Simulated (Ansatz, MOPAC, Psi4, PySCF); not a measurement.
H2O (SMILES O) and HF (SMILES F) are pulled apart as rigid monomers along the line of their centres of mass, from the B3LYP-D3(BJ)/def2-TZVP minimum. Starting geometry (charge 0, multiplicity 1):
```json
[
 {"atom": "O", "x (Å)": "-0.0849", "y (Å)": "-0.2722", "z (Å)": "0.3220"},
 {"atom": "H", "x (Å)": "0.7239", "y (Å)": "-0.7519", "z (Å)": "0.1114"},
 {"atom": "H", "x (Å)": "-0.1109", "y (Å)": "0.4892", "z (Å)": "-0.2683"},
 {"atom": "F", "x (Å)": "-0.2686", "y (Å)": "0.3824", "z (Å)": "2.8667"},
 {"atom": "H", "x (Å)": "-0.2381", "y (Å)": "0.1251", "z (Å)": "1.9584"}
]
```

Interaction energies with rigid monomers; basis-set methods are counterpoise corrected unless marked otherwise.

Cores are frozen in the correlated methods. Rows in 6-31G* carry no dispersion term and start afresh at each structure (6-31G* with six Cartesian d functions). MP2/6-31G* freezes PySCF's default core. The state that PM3 reach isn't checked.

The values were computed with Ansatz (Gaussian basis) for Hartree–Fock, density functionals and correlated methods; MOPAC for PM3 (differences of heats of formation); Psi4 for SAPT; PySCF for 6-31G* rows, the dispersion terms. Each number belongs to the level named beside it.

```
O1···H5 (Å)  PM3 (kJ/mol)  PBE-D4/def2-TZVPPD (kJ/mol)  MP2/6-31G* (no counterpoise) (kJ/mol)  CCSD/aug-cc-pVTZ (kJ/mol)  SAPT0/jun-cc-pV(D+d)Z (kJ/mol)
-----------  ------------  ---------------------------  -------------------------------------  -------------------------  ------------------------------
1.52                    …                        -36.8                                  -38.4                      -30.2                           -37.7
1.69                -19.5                        -40.7                                  -46.1                      -35.5                           -40.6
1.94                -16.9                        -36.2                                  -43.7                      -32.7                               …
2.37                 -8.2                        -24.1                                  -30.9                      -22.4                           -25.3
3.04                 -4.7                        -11.7                                  -15.0                      -11.2                           -12.9
```

**Question.** Fill in the missing entries.

**Answer.** 
- 1.94, SAPT0/jun-cc-pV(D+d)Z (kJ/mol): -36.5
- 1.52, PM3 (kJ/mol): 6.8

Ansatz is a program for electronic structure.
